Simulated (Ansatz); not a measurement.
Atomisation energy: 8 cases among radicals of boron compounds, in kcal/mol, species as SMILES. Conventions: no dispersion term unless named; spin-orbit terms left out; six Cartesian d functions in 6-31G* and its kin unless marked 5d; atomisation electronic, to ground-state atoms; non-relativistic; valence correlation only; open shells spin-unrestricted. CBS marks a two-point X^-3 extrapolation of the correlation energy; Hartree-Fock from the larger set. [CCSD(T)-MP2]/basis is that difference in the basis named. Ab initio and DFT rows: single points at B3LYP-D3(BJ) geometries (Ansatz, a first-principles code).

Coupled cluster (Ansatz) is a level with limits of its own, used here on species with T1 under 0.025 (0.045 for open shells) and stable references: (a) RI-MP2/CBS(aug-cc-pVTZ,aug-cc-pVQZ)+[CCSD(T)-MP2]/aug-cc-pVTZ; (b) RI-MP2/CBS(cc-pVTZ,cc-pVQZ)+[CCSD(T)-MP2]/cc-pVTZ; (c) CCSD(T)/CBS(def2-TZVPPD,def2-QZVPPD).

```json
[
 {"species": "[NH]BF", "atoms": "5", "coupled cluster": "431.6 (a)", "difference of MP2/6-31G* (Ansatz)": "-28.2", "difference of PBE/def2-SVP (Ansatz)": "22.4", "difference of B3LYP/3-21G (Ansatz)": "-4.0", "difference of MP2/3-21G (Ansatz)": "-64.1", "difference of PBE/def2-TZVPD (Ansatz)": "17.1", "difference of B2PLYP-D3(BJ)/def2-TZVPD (Ansatz + dftd3)": "2.0"},
 {"species": "B[NH] (BNH3)", "atoms": "5", "coupled cluster": "376.9 (c)", "difference of MP2/6-31G* (Ansatz)": "-39.0", "difference of PBE/def2-SVP (Ansatz)": "18.0", "difference of B3LYP/3-21G (Ansatz)": "1.4", "difference of MP2/3-21G (Ansatz)": "-63.3", "difference of PBE/def2-TZVPD (Ansatz)": "16.6", "difference of B2PLYP-D3(BJ)/def2-TZVPD (Ansatz + dftd3)": "3.4"},
 {"species": "C(#[O+])[BH2-]", "atoms": "5", "coupled cluster": "481.2 (a)", "difference of MP2/6-31G* (Ansatz)": "-18.5", "difference of PBE/def2-SVP (Ansatz)": "31.7", "difference of B3LYP/3-21G (Ansatz)": "-9.8", "difference of MP2/3-21G (Ansatz)": "-61.6", "difference of PBE/def2-TZVPD (Ansatz)": "26.3", "difference of B2PLYP-D3(BJ)/def2-TZVPD (Ansatz + dftd3)": "4.2"},
 {"species": "[BH]B (B2H3)", "atoms": "5", "coupled cluster": "357.4 (c)", "difference of MP2/6-31G* (Ansatz)": "-22.0", "difference of PBE/def2-SVP (Ansatz)": "12.6", "difference of B3LYP/3-21G (Ansatz)": "8.4", "difference of MP2/3-21G (Ansatz)": "-41.2", "difference of PBE/def2-TZVPD (Ansatz)": "12.3", "difference of B2PLYP-D3(BJ)/def2-TZVPD (Ansatz + dftd3)": "5.3"},
 {"species": "O=[C]B(F)F", "atoms": "5", "coupled cluster": "580.7 (b)", "difference of MP2/6-31G* (Ansatz)": "0.0", "difference of PBE/def2-SVP (Ansatz)": "50.3", "difference of B3LYP/3-21G (Ansatz)": "-12.4", "difference of MP2/3-21G (Ansatz)": "-61.7", "difference of PBE/def2-TZVPD (Ansatz)": "34.2", "difference of B2PLYP-D3(BJ)/def2-TZVPD (Ansatz + dftd3)": "3.0"},
 {"species": "C[B]F", "atoms": "6", "coupled cluster": "540.6 (b)", "difference of MP2/6-31G* (Ansatz)": "-27.0", "difference of PBE/def2-SVP (Ansatz)": "22.0", "difference of B3LYP/3-21G (Ansatz)": "0.5", "difference of MP2/3-21G (Ansatz)": "-57.2", "difference of PBE/def2-TZVPD (Ansatz)": "15.1", "difference of B2PLYP-D3(BJ)/def2-TZVPD (Ansatz + dftd3)": "-0.2"},
 {"species": "[BH]OB", "atoms": "6", "coupled cluster": "519.7 (a)", "difference of MP2/6-31G* (Ansatz)": "-21.7", "difference of PBE/def2-SVP (Ansatz)": "24.3", "difference of B3LYP/3-21G (Ansatz)": "4.2", "difference of MP2/3-21G (Ansatz)": "-55.8", "difference of PBE/def2-TZVPD (Ansatz)": "16.0", "difference of B2PLYP-D3(BJ)/def2-TZVPD (Ansatz + dftd3)": "4.0"},
 {"species": "[BH3-][NH2+] (BNH5)", "atoms": "7", "coupled cluster": "505.6 (a)", "difference of MP2/6-31G* (Ansatz)": "-60.4", "difference of PBE/def2-SVP (Ansatz)": "18.3", "difference of B3LYP/3-21G (Ansatz)": "2.8", "difference of MP2/3-21G (Ansatz)": "-87.7", "difference of PBE/def2-TZVPD (Ansatz)": "17.2", "difference of B2PLYP-D3(BJ)/def2-TZVPD (Ansatz + dftd3)": "1.4"}
]
```

| level | cases | mean signed difference | mean absolute difference | median absolute difference | largest absolute difference |
|---|---|---|---|---|---|
| MP2/6-31G* (Ansatz) | 8 | -27.10 | 27.10 | 24.50 | 60.4 |
| PBE/def2-SVP (Ansatz) | 8 | 24.95 | 24.95 | 22.20 | 50.3 |
| B3LYP/3-21G (Ansatz) | 8 | -1.11 | 5.44 | 4.10 | 12.4 |
| MP2/3-21G (Ansatz) | 8 | -61.57 | 61.57 | 61.65 | 87.7 |
| PBE/def2-TZVPD (Ansatz) | 8 | 19.35 | 19.35 | 16.85 | 34.2 |
| B2PLYP-D3(BJ)/def2-TZVPD (Ansatz + dftd3) | 8 | 2.89 | 2.94 | 3.20 | 5.3 |

MP2/6-31G* lies above in 0 of 8 cases and within 2 kcal/mol in 1; mean signed difference -27.10 kcal/mol, mean absolute 27.10 kcal/mol (21.54 over the 5 cases of up to 5 atoms, 36.37 over the larger). These figures hold for the species listed.

How the rows were picked: cases drawn at random among the computed members of the class with clean coupled-cluster diagnostics. The batch they came from held 20 cases of this property in the class: 0 with a tabulated value, 19 with clean coupled cluster alone, 1 with neither, which enter no statistics. The levels are drawn from those run on every case listed, the commonest habits more often. No case is left out for the size of its miss. Left out are saddle points of the reference geometry, anions that the best level run finds unbound, excited spin states, species near biochemistry, 298 K rows of species without real B3LYP wavenumbers, cases with under five habitual levels, runs that failed or that the program found above a lower state of the same kind, table entries that another table contradicts, and a share of species set aside by lot.
